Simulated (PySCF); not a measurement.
Ge(F)2(SH)2, SMILES [F][Ge]([F])([SH])[SH] at its PBE0/def2-SVP optimised geometry (Å):

```
7

F     -0.8591    -1.2818     1.3407
Ge    -0.1584    -0.4436     0.0000
F     -0.6651    -1.4136    -1.3393
S      2.0271    -0.4436     0.0000
S     -0.9997     1.5733     0.0000
H      2.0618    -1.5733    -0.7437
H     -2.0618     1.1663     0.7327
```

Calculation: PBE0/def2-TZVP (PySCF 2.14.0). Cells within 0.4 Å of a nucleus heavier than hydrogen are left out (blank, or x).

Map of the log10 of the electron density (e/bohr³), floored at −4 on the plane z = 0.0 Å:

```
|00000000000000000000000000000|
|00000000000000000000000000000|
|00000000011111100000000000000|
|00000001222322210000000000000|
|00000012334443321000000000000|
|00000123445555432100000000000|
|00001234566666543210000000000|
|00001245677777643210000000000|
|00012345678x87654321111000000|
|0001235677xxx7654322222210000|
|00012456779x87654333333321000|
|00012356677777654445554432100|
|00012345667777665556666543210|
|00001234556777766667777654210|
|00000123456689987777887654320|
|0000012234579xx97778xx8764320|
|0000001234569xx97778xx7754320|
|00000012345679976677887654310|
|00000012345566666667776643210|
|00000001334555555556666543200|
|00000001234444444445555432100|
|00000000123333333334444321000|
|00000000012222222223332210000|
|00000000001111111111221100000|
|00000000000000000000000000000|
|00000000000000000000000000000|
|00000000000000000000000000000|
|00000000000000000000000000000|
|00000000000000000000000000000|
```
Scale: ten equal steps from -4.00 (start of '0') to 0.132 (end of '9'), in the order '0123456789'; x runs from -4.50 to 4.50, y from -4.50 (bottom) to 4.50 (top).
